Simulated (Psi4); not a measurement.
lead atom (Pb), triplet (core potentials on Pb); B3LYP/def2-SVP (Psi4).

Psi4 was given this input:
```
memory 2 GB

molecule {
0 3
Pb    0.00000000    0.00000000    0.00000000
}

set {
  basis def2-svp
  reference uks
  scf_type pk
  puream true
  d_convergence 1e-8
  dft_radial_points 99
  dft_spherical_points 590
}

energy('b3lyp')
print_variables()
```

Problem. Write the output that Psi4 gives for this input, abridged.

Solution. 
```
   => Loading Basis Set <=

    Name: DEF2-SVP
    Role: ORBITAL
    Keyword: BASIS

    !!!  WARNING: ECP capability is in beta. Please check occupations closely.  !!!

         ---------------------------------------------------------
                                   SCF
               by Justin Turney, Rob Parrish, Andy Simmonett
                          and Daniel G. A. Smith
                              UKS Reference
         ---------------------------------------------------------

  ==> Geometry <==

    Molecular point group: d2h
    Geometry (in Angstrom), charge = 0, multiplicity = 3:

       Center              X                  Y                   Z               Mass
    ------------   -----------------  -----------------  -----------------  -----------------
         PB           0.000000000000     0.000000000000     0.000000000000   207.976652500000

  Running in d2h symmetry.

  Rotational constants: A = ************  B = ************  C = ************ [cm^-1]
  Rotational constants: A = ************  B = ************  C = ************ [MHz]
  Nuclear repulsion =    0.000000000000000

  Charge       = 0
  Multiplicity = 3
  Electrons    = 22
  Nalpha       = 12
  Nbeta        = 10

  ==> Algorithm <==

  SCF Algorithm Type is PK.
  DIIS enabled.
  MOM disabled.
  Fractional occupation disabled.
  Guess Type is CORE.
  Energy threshold   = 1.00e-06
  Density threshold  = 1.00e-08
  Integral threshold = 1.00e-12

  ==> Primary Basis <==

  Basis Set: DEF2-SVP
    Blend: DEF2-SVP
    Number of shells: 10
    Number of basis functions: 26
    Number of Cartesian functions: 28
    Spherical Harmonics?: true
    Max angular momentum: 2

  Core potential: DEF2-SVP
    Number of shells: 4
    Number of ECP primitives: 18
    Number of ECP core electrons: 60
    Max angular momentum: 3

  ==> DFT Potential <==

   => LibXC <=

    Version 7.1.2
    S. Lehtola, C. Steigemann, M. J. T. Oliveira, and M. A. L. Marques,  SoftwareX 7, 1–5 (2018) (10.1016/j.softx.2017.11.002)

   => Composite Functional: B3LYP <=

    B3LYP Hyb-GGA Exchange-Correlation Functional

    P. J. Stephens, F. J. Devlin, C. F. Chabalowski, and M. J. Frisch,  J. Phys. Chem. 98, 11623 (1994) (10.1021/j100096a001)

    Deriv               =              1
    GGA                 =           TRUE
    Meta                =          FALSE

    Exchange Hybrid     =           TRUE
    MP2 Hybrid          =          FALSE

   => Exchange Functionals <=

    0.0800   Slater exchange
    0.7200         Becke 88

   => Exact (HF) Exchange <=

    0.2000               HF

   => Correlation Functionals <=

    0.1900   Vosko, Wilk & Nusair (VWN5_RPA)
    0.8100   Lee, Yang & Parr

   => LibXC Density Thresholds  <==

    XC_HYB_GGA_XC_B3LYP:  1.00E-15

   => Molecular Quadrature <=

    Radial Scheme          =       TREUTLER
    Pruning Scheme         =           NONE
    Nuclear Scheme         =       TREUTLER

    Blocking Scheme        =         OCTREE
    BS radius alpha        =              1
    Pruning alpha          =              1
    Radial Points          =             99
    Spherical Points       =            590
    Total Points           =          50740
    Total Blocks           =            475
    Max Points             =            255
    Max Functions          =             26
    Weights Tolerance      =       1.00E-15

  ==> Integral Setup <==

  Using in-core PK algorithm.
   Calculation information:
      Number of atoms:                   1
      Number of AO shells:              10
      Number of primitives:             23
      Number of atomic orbitals:        28
      Number of basis functions:        26

      Integral cutoff                 1.00e-12
      Number of threads:                 1

  Performing in-core PK
  Using 123552 doubles for integral storage.
  We computed 1540 shell quartets total.
  Whereas there are 1540 unique shell quartets.

  ==> DiskJK: Disk-Based J/K Matrices <==

[...]
     B2u        4       4       2       1       1       1
     B3u        4       4       1       1       1       0
   -------------------------------------------------------
    Total      26      26      12      10      10       2
   -------------------------------------------------------

  ==> Iterations <==

                        Total Energy        Delta E     RMS |[F,P]|

   @UKS iter   1:  -189.94977748329686   -1.89950e+02   5.08113e-01 ADIIS
   @UKS iter   2:  -191.66989085623948   -1.72011e+00   1.68785e-01 ADIIS
   @UKS iter   3:  -192.66832513704068   -9.98434e-01   6.19868e-02 ADIIS/DIIS
   @UKS iter   4:  -192.87388335725947   -2.05558e-01   2.23674e-02 ADIIS/DIIS
   @UKS iter   5:  -192.90074547543327   -2.68621e-02   3.04233e-03 ADIIS/DIIS
   @UKS iter   6:  -192.90128140123022   -5.35926e-04   3.83258e-05 DIIS
   @UKS iter   7:  -192.90128154633564   -1.45105e-07   4.59455e-06 DIIS
   @UKS iter   8:  -192.90128154789059   -1.55495e-09   1.30295e-07 DIIS
   @UKS iter   9:  -192.90128154789150   -9.09495e-13   3.67238e-09 DIIS
  Energy and wave function converged.

  ==> Post-Iterations <==

   Electrons on quadrature grid:
      Nalpha   =   12.0000000000 ; deviation = -7.105e-15
      Nbeta    =   10.0000000000 ; deviation = -1.599e-14
      Ntotal   =   22.0000000000 ; deviation = -2.309e-14

   @Spin Contamination Metric:   1.616609911E-03
   @S^2 Expected:                2.000000000E+00
   @S^2 Observed:                2.001616610E+00
   @S   Expected:                1.000000000E+00
   @S   Observed:                1.000000000E+00

    Orbital Energies [Eh]
    ---------------------

    Alpha Occupied:

[...]
    Alpha Virtual:

[...]
    Beta Occupied:

[...]
       4Ag    -0.445750

    Beta Virtual:

[...]
       8Ag    55.599699

    Final Occupation by Irrep:
             Ag   B1g   B2g   B3g    Au   B1u   B2u   B3u
    DOCC [     4,    1,    1,    1,    0,    1,    1,    1 ]
    SOCC [     0,    0,    0,    0,    0,    1,    1,    0 ]
    NA   [     4,    1,    1,    1,    0,    2,    2,    1 ]
    NB   [     4,    1,    1,    1,    0,    1,    1,    1 ]

  @UKS Final Energy:  -192.90128154789150

   => Energetics <=

    Nuclear Repulsion Energy =              0.0000000000000000
    One-Electron Energy =                -335.9607047266356972
    Two-Electron Energy =                 156.1462831012112531
    DFT Exchange-Correlation Energy =     -13.0868599224670454
    Empirical Dispersion Energy =           0.0000000000000000
    VV10 Nonlocal Energy =                  0.0000000000000000
    Total Energy =                       -192.9012815478915002

  UHF NO Occupations:
  HONO-2 :    4 Ag 1.9994361
  HONO-1 :    2B1u 1.0000000
  HONO-0 :    2B2u 1.0000000
  LUNO+0 :    5 Ag 0.0005639
  LUNO+1 :    6 Ag 0.0000894
  LUNO+2 :    2B3g 0.0000894
  LUNO+3 :    2B2g 0.0000321

Computation Completed

Properties will be evaluated at   0.000000,   0.000000,   0.000000 [a0]

Properties computed using the SCF density matrix

 Multipole Moments:

 ------------------------------------------------------------------------------------
     Multipole            Electronic (a.u.)      Nuclear  (a.u.)        Total (a.u.)
 ------------------------------------------------------------------------------------

 L = 1.  Multiply by 2.5417464519 to convert [e a0] to [Debye]
 Dipole X            :          0.0000000            0.0000000            0.0000000
 Dipole Y            :          0.0000000            0.0000000            0.0000000
 Dipole Z            :          0.0000000            0.0000000            0.0000000
 Magnitude           :                                                    0.0000000

 ------------------------------------------------------------------------------------

  Variable Map:
  ----------------------------------------------------------------------------
[...]
  Array Variable Map:
  ----------------------------------------------------------------------------
[...]
[...]
```
